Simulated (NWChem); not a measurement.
The numbers come from NWChem runs, not from measurements. System: H$_{3}$Si$_{2}$, charge 0, spin multiplicity 2, displaced from the optimised geometry. The structure started from a generated list of species. Its SCF solution wasn't tested for a lower state.

Job file:

```
start mol
memory heap 200 mb stack 900 mb global 1100 mb
geometry units angstroms nocenter noautoz
  Si    -1.135961     0.564536     0.000000
  Si     0.995348    -0.396823     0.000000
  H     -1.707406    -0.893363     0.000000
  H      1.389628    -1.875156     0.000000
  H      2.286366     0.420534     0.000000
  symmetry group Cs
end
basis spherical
  * library def2-svp
end
dft
  xc xpbe96 cpbe96
  odft
  mult 2
  semidirect memsize 60000000 filesize 0
  iterations 100
  convergence nodiis damp 40
end
task dft gradient
```

The output up to the point where the run's verdict is printed (cleaned and shortened):

```
             Northwest Computational Chemistry Package (NWChem) 7.3.0
             --------------------------------------------------------

                                NWChem Input Module
                                -------------------

 Scaling coordinates for geometry "geometry" by  1.889725989
 (inverse scale =  0.529177249)

 Turning off AUTOSYM since
 SYMMETRY directive was detected!

                             Geometry "geometry" -> ""
                             -------------------------

 Output coordinates in angstroms (scale by  1.889725989 to convert to a.u.)

  No.       Tag          Charge          X              Y              Z
 ---- ---------------- ---------- -------------- -------------- --------------
    1 Si                  14.0000    -1.13596100     0.56453600     0.00000000
    2 Si                  14.0000     0.99534800    -0.39682300     0.00000000
    3 H                    1.0000    -1.70740600    -0.89336300     0.00000000
    4 H                    1.0000     1.38962800    -1.87515600     0.00000000
    5 H                    1.0000     2.28636600     0.42053400     0.00000000

 Effective nuclear repulsion energy (a.u.)      66.2541251713

            Nuclear Dipole moment (a.u.)
            ----------------------------
        X                 Y               Z
 ---------------- ---------------- ----------------
     0.0000113384    -0.0000056692     0.0000000000

      Symmetry information
      --------------------

 Group name             Cs
 Group number              2
 Group order               2
 No. of unique centers     5

      Symmetry unique atoms

     1    2    3    4    5


 Summary of "ao basis" -> "" (spherical)
 ------------------------------------------------------------------------------
       Tag                 Description            Shells   Functions and Types
 ---------------- ------------------------------  ------  ---------------------
 *                          def2-svp                  on all atoms

  pbe96 is a nonlocal functional; adding pw91lda local functional.

                                 NWChem DFT Module
[...]
 d= 0,ls=0.5         73   -568.8483620266  1.84D+00  1.04D-01              21.3
                                                     9.47D-02
 d= 0,ls=0.5         74   -570.6852042593 -1.84D+00  1.04D-01              21.6
                                                     9.47D-02
 d= 0,ls=0.5         75   -568.8483620266  1.84D+00  1.04D-01              22.5
                                                     9.47D-02
 d= 0,ls=0.5         76   -570.6852042593 -1.84D+00  1.04D-01              22.7
                                                     9.47D-02
 d= 0,ls=0.5         77   -568.8483620266  1.84D+00  1.04D-01              23.0
                                                     9.47D-02
 d= 0,ls=0.5         78   -570.6852042593 -1.84D+00  1.04D-01              23.2
                                                     9.47D-02
 d= 0,ls=0.5         79   -568.8483620266  1.84D+00  1.04D-01              23.4
                                                     9.47D-02
 d= 0,ls=0.5         80   -570.6852042593 -1.84D+00  1.04D-01              23.7
                                                     9.47D-02
 d= 0,ls=0.5         81   -568.8483620266  1.84D+00  1.04D-01              23.9
                                                     9.47D-02
 d= 0,ls=0.5         82   -570.6852042593 -1.84D+00  1.04D-01              24.2
                                                     9.47D-02
 d= 0,ls=0.5         83   -568.8483620266  1.84D+00  1.04D-01              24.4
                                                     9.47D-02
 d= 0,ls=0.5         84   -570.6852042593 -1.84D+00  1.04D-01              24.6
                                                     9.47D-02
 d= 0,ls=0.5         85   -568.8483620266  1.84D+00  1.04D-01              24.9
                                                     9.47D-02
 d= 0,ls=0.5         86   -570.6852042593 -1.84D+00  1.04D-01              25.1
                                                     9.47D-02
 d= 0,ls=0.5         87   -568.8483620266  1.84D+00  1.04D-01              25.4
                                                     9.47D-02
 d= 0,ls=0.5         88   -570.6852042593 -1.84D+00  1.04D-01              25.6
                                                     9.47D-02
 d= 0,ls=0.5         89   -568.8483620266  1.84D+00  1.04D-01              25.9
                                                     9.47D-02
 d= 0,ls=0.5         90   -570.6852042593 -1.84D+00  1.04D-01              26.1
                                                     9.47D-02
 d= 0,ls=0.5         91   -568.8483620266  1.84D+00  1.04D-01              26.4
                                                     9.47D-02
 d= 0,ls=0.5         92   -570.6852042593 -1.84D+00  1.04D-01              26.6
                                                     9.47D-02
 d= 0,ls=0.5         93   -568.8483620266  1.84D+00  1.04D-01              26.9
                                                     9.47D-02
 d= 0,ls=0.5         94   -570.6852042593 -1.84D+00  1.04D-01              27.2
                                                     9.47D-02
 d= 0,ls=0.5         95   -568.8483620266  1.84D+00  1.04D-01              27.4
                                                     9.47D-02
 d= 0,ls=0.5         96   -570.6852042593 -1.84D+00  1.04D-01              27.7
                                                     9.47D-02
 d= 0,ls=0.5         97   -568.8483620266  1.84D+00  1.04D-01              28.0
                                                     9.47D-02
 d= 0,ls=0.5         98   -570.6852042593 -1.84D+00  1.04D-01              28.2
                                                     9.47D-02
 d= 0,ls=0.5         99   -568.8483620266  1.84D+00  1.04D-01              28.5
                                                     9.47D-02
 d= 0,ls=0.5        100   -570.6852042593 -1.84D+00  1.04D-01              28.8
                                                     9.47D-02
```

The run did not converge; its last values are not results. The next line reads: Calculation failed to converge. NWChem stopped with the message: dft gradient failed.
